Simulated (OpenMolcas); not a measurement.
Computed levels of Zr²⁺

| Property | Result |
| --- | --- |
| Program | OpenMolcas 26.06 |
| Method | CASSCF |
| Basis | ANO-RCC-VTZP [7s6p4d2f1g] |
| Scalar Hamiltonian | DKH2, point nucleus |
| Active space | 2 electrons in 10 orbitals (4d 5d) |
| State averaging | 2S+1 = 3 even, 10 roots; 2S+1 = 1 even, 15 roots |
| Spin-orbit coupling | state interaction with AMFI integrals over the reference wave functions, term energies averaged over their components |

Spin-free terms above the lowest, with the occupations of the reference (each correlating shell added to its valence partner):

```csv
Configuration,Term,E (cm⁻¹),Occupations
4d²,³F,0.0,4d 2.00
4d²,¹D,8237,4d 2.00
4d²,³P,9628,4d 2.00
4d²,¹G,12631,4d 2.00
4d²,¹S,30746,4d 2.00
```

With spin-orbit coupling, above the lowest level:

```json
{"Configuration": "4d²", "Term": "³F", "J": "2", "E (cm⁻¹)": "0.0", "Measured (cm⁻¹)": "0.0", "g": "0.668", "Term weight %": "100"}
{"Configuration": "4d²", "Term": "³F", "J": "3", "E (cm⁻¹)": "672", "Measured (cm⁻¹)": "681", "g": "1.084", "Term weight %": "100"}
{"Configuration": "4d²", "Term": "³F", "J": "4", "E (cm⁻¹)": "1494", "Measured (cm⁻¹)": "1486", "g": "1.250", "Term weight %": "100"}
{"Configuration": "4d²", "Term": "¹D", "J": "2", "E (cm⁻¹)": "8963", "Measured (cm⁻¹)": "5742", "g": "1.050", "Term weight %": "89"}
{"Configuration": "4d²", "Term": "³P", "J": "0", "E (cm⁻¹)": "10057", "Measured (cm⁻¹)": "8062", "g": "", "Term weight %": "100"}
{"Configuration": "4d²", "Term": "³P", "J": "1", "E (cm⁻¹)": "10305", "Measured (cm⁻¹)": "8326", "g": "1.501", "Term weight %": "100"}
{"Configuration": "4d²", "Term": "³P", "J": "2", "E (cm⁻¹)": "10914", "Measured (cm⁻¹)": "8838", "g": "1.450", "Term weight %": "90"}
{"Configuration": "4d²", "Term": "¹G", "J": "4", "E (cm⁻¹)": "13526", "Measured (cm⁻¹)": "11049", "g": "1.000", "Term weight %": "100"}
{"Configuration": "4d²", "Term": "¹S", "J": "0", "E (cm⁻¹)": "31671", "Measured (cm⁻¹)": "23979", "g": "", "Term weight %": "100"}
```

Against the 8 measured excited levels shown (Moore, Atomic Energy Levels, vol. II, NSRDS-NBS 35 (1971 reprint of NBS Circular 467, 1952); NIST levels as listed in Rynkun, Gaigalas and Jonsson, Astron. Astrophys. 637, A10 (2020)) the mean absolute deviation is 2400 cm-1; the largest miss in energy is 4d² ¹S₀: computed 31671, measured 23979 cm⁻¹ (+32.1 %), and the largest in proportion 4d² ¹D₂ (+56.1 %).

Spin-orbit coupling puts the lowest level 881 cm⁻¹ below the lowest spin-free term.

A least-squares Racah fit to the terms below 60000 cm-1, each weighted by 2L + 1 and with a free common offset, gives B = 638 cm-1 and C = 2416 cm-1 (C/B = 3.78), with an rms deviation of 100 cm-1.

For ³F the intervals divided by the larger J are 224.1, 205.5 cm-1. Landé's interval rule makes them equal in pure LS coupling; they differ by 9 % of their mean. The multiplet is regular.

Without dynamic correlation excited terms often stand tens of per cent too high (terms of higher spin than the ground term too low), and those without a measured partner can miss by more than the paired ones. Some levels mix across a computed gap that differs much from the measured one, so their mixing is not that of the real levels. Active for correlation alone: 5d; no level in the range computed is led by a configuration that fills it, so any true level of that kind is missing. Computed and measured levels are paired by configuration, term and J; levels that our copy of the source lacks, or whose pairing is in doubt (as where it misses far off the trend of its configuration), stay unpaired and out of the deviations. Only configurations of the active space appear. The first state left out of the spin-orbit step lies near 140000 cm-1 above the lowest spin-free state of the reference (among the parities and spins computed), and the list stops at four fifths of that energy or lower.

The term weight is that of the spin-free term in the level, not the purity of its configuration.
